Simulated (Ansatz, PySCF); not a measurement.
C2H8N2Si2, SMILES CC1[SiH2][Si@H](N)N=1. Atoms are numbered in the order given.

```xyz
14

C      2.7004    -0.7166     0.2905
C      1.2632    -0.3307     0.0888
N      0.3594    -1.1914    -0.2702
Si    -1.1268    -0.1835    -0.5201
N     -2.5756    -0.5828     0.3217
Si     0.3889     1.3843     0.3262
H      3.0255    -0.4692     1.3154
H      3.3453    -0.1384    -0.3933
H      2.8380    -1.7920     0.1048
H     -1.4825    -0.1830    -1.9631
H     -3.2585    -1.2139    -0.0904
H     -2.6017    -0.6235     1.3371
H      0.2699     1.7489     1.7723
H      0.9315     2.5869    -0.3794
```
Charge 0, spin multiplicity 1.

Geometry optimised at TPSSh-D3(BJ)/def2-SVP. The structure was generated by enumeration; whether it is a known compound was not checked. Other conformers were not sampled.

Two levels are set side by side: PBE-D3(BJ)/def2-SVP (Ansatz, a first-principles code) and TPSSh-D3(BJ)/def2-SVP (PySCF). Each level has its own optimised geometry; the coordinates shown are those of the second. Frequencies come from the Hessian of PySCF at each geometry. Differences are taken from unrounded values.

```json
[
 {"quantity": "mean bond length (Å)", "TPSSh-D3(BJ)": "1.460", "PBE-D3(BJ)": "1.469", "PBE-D3(BJ) minus TPSSh-D3(BJ)": "0.009"},
 {"quantity": "bond C1–C2 (Å)", "TPSSh-D3(BJ)": "1.502", "PBE-D3(BJ)": "1.501", "PBE-D3(BJ) minus TPSSh-D3(BJ)": "-0.001"},
 {"quantity": "bond C2–N3 (Å)", "TPSSh-D3(BJ)": "1.299", "PBE-D3(BJ)": "1.302", "PBE-D3(BJ) minus TPSSh-D3(BJ)": "0.004"},
 {"quantity": "bond C2–Si6 (Å)", "TPSSh-D3(BJ)": "1.940", "PBE-D3(BJ)": "1.951", "PBE-D3(BJ) minus TPSSh-D3(BJ)": "0.012"},
 {"quantity": "bond N3–Si4 (Å)", "TPSSh-D3(BJ)": "1.813", "PBE-D3(BJ)": "1.826", "PBE-D3(BJ) minus TPSSh-D3(BJ)": "0.013"},
 {"quantity": "bond Si4–N5 (Å)", "TPSSh-D3(BJ)": "1.723", "PBE-D3(BJ)": "1.731", "PBE-D3(BJ) minus TPSSh-D3(BJ)": "0.008"},
 {"quantity": "bond Si4–Si6 (Å)", "TPSSh-D3(BJ)": "2.339", "PBE-D3(BJ)": "2.351", "PBE-D3(BJ) minus TPSSh-D3(BJ)": "0.012"},
 {"quantity": "bond C1–H7 (Å)", "TPSSh-D3(BJ)": "1.103", "PBE-D3(BJ)": "1.111", "PBE-D3(BJ) minus TPSSh-D3(BJ)": "0.008"},
 {"quantity": "bond C1–H8 (Å)", "TPSSh-D3(BJ)": "1.104", "PBE-D3(BJ)": "1.111", "PBE-D3(BJ) minus TPSSh-D3(BJ)": "0.008"},
 {"quantity": "bond C1–H9 (Å)", "TPSSh-D3(BJ)": "1.100", "PBE-D3(BJ)": "1.108", "PBE-D3(BJ) minus TPSSh-D3(BJ)": "0.008"},
 {"quantity": "bond Si4–H10 (Å)", "TPSSh-D3(BJ)": "1.486", "PBE-D3(BJ)": "1.503", "PBE-D3(BJ) minus TPSSh-D3(BJ)": "0.016"},
 {"quantity": "bond N5–H11 (Å)", "TPSSh-D3(BJ)": "1.017", "PBE-D3(BJ)": "1.023", "PBE-D3(BJ) minus TPSSh-D3(BJ)": "0.005"},
 {"quantity": "bond N5–H12 (Å)", "TPSSh-D3(BJ)": "1.017", "PBE-D3(BJ)": "1.022", "PBE-D3(BJ) minus TPSSh-D3(BJ)": "0.005"},
 {"quantity": "bond Si6–H13 (Å)", "TPSSh-D3(BJ)": "1.496", "PBE-D3(BJ)": "1.513", "PBE-D3(BJ) minus TPSSh-D3(BJ)": "0.017"},
 {"quantity": "bond Si6–H14 (Å)", "TPSSh-D3(BJ)": "1.496", "PBE-D3(BJ)": "1.514", "PBE-D3(BJ) minus TPSSh-D3(BJ)": "0.018"},
 {"quantity": "highest harmonic wavenumber (cm⁻¹)", "TPSSh-D3(BJ)": "3648", "PBE-D3(BJ)": "3595", "PBE-D3(BJ) minus TPSSh-D3(BJ)": "-53"},
 {"quantity": "mean harmonic wavenumber (cm⁻¹)", "TPSSh-D3(BJ)": "1216", "PBE-D3(BJ)": "1178", "PBE-D3(BJ) minus TPSSh-D3(BJ)": "-39"},
 {"quantity": "zero-point energy (kcal/mol)", "TPSSh-D3(BJ)": "62.60", "PBE-D3(BJ)": "60.61", "PBE-D3(BJ) minus TPSSh-D3(BJ)": "-1.99"}
]
```

Exact exchange shortens and stiffens bonds; PBE has none. Differences between two approximate levels are no errors against the true value.
